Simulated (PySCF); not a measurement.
MSb cations for M along group 13

MP2 with double-zeta basis sets in PySCF, for the lowest determinant that a PBE0 search found; no spin–orbit coupling. De refers to high-spin ground-configuration atoms (the charge goes to the atom of lower measured ionisation energy or higher electron affinity, which is not always the lowest computed limit).

```json
{"M": "B", "basis": "cc-pVDZ/cc-pVDZ-PP", "reference, frozen orbitals": "UHF, 5", "charged atom": "B+", "state (unpaired electrons)": "quartet (σ ↑, π ↑↑)", "Re (Å)": "2.188", "ωe (cm⁻¹)": "523", "De (eV)": "2.03"}
{"M": "Al", "basis": "def2-SVPD", "reference, frozen orbitals": "UHF, 9", "charged atom": "Al+", "state (unpaired electrons)": "quartet (σ ↑, π ↑↑)", "Re (Å)": "2.973", "ωe (cm⁻¹)": "124", "De (eV)": "0.48"}
{"M": "Tl", "basis": "def2-SVP", "reference, frozen orbitals": "UHF, 8", "charged atom": "Tl+", "state (unpaired electrons)": "quartet (σ ↑, π ↑↑)", "Re (Å)": "3.460", "ωe (cm⁻¹)": "54.1", "De (eV)": "n/a"}
```

The shortest bond is that of BSb⁺ (2.188 Å), the longest that of TlSb⁺ (3.460 Å).

The rows differ in basis set, which adds steps of its own.

Down a group the atoms grow and get heavier, so bonds lengthen and wavenumbers fall; this series shows no clear exception.

Correlated steps freeze the inner cores (5 to 9 orbitals); shallow outer-core shells are correlated. Weak bonds: AlSb⁺. Basis-set superposition, not corrected here, can be much of De in a small basis, most of all at correlated wavefunction levels. These are scalar-relativistic numbers at best; spin–orbit coupling would shift them, the dissociation energy most. For an ion De counts to the pair picked by the measured ionisation energies or electron affinities, which need not be the lowest pair at this level. States were picked by a PBE0 search and need not be the measured ground states.
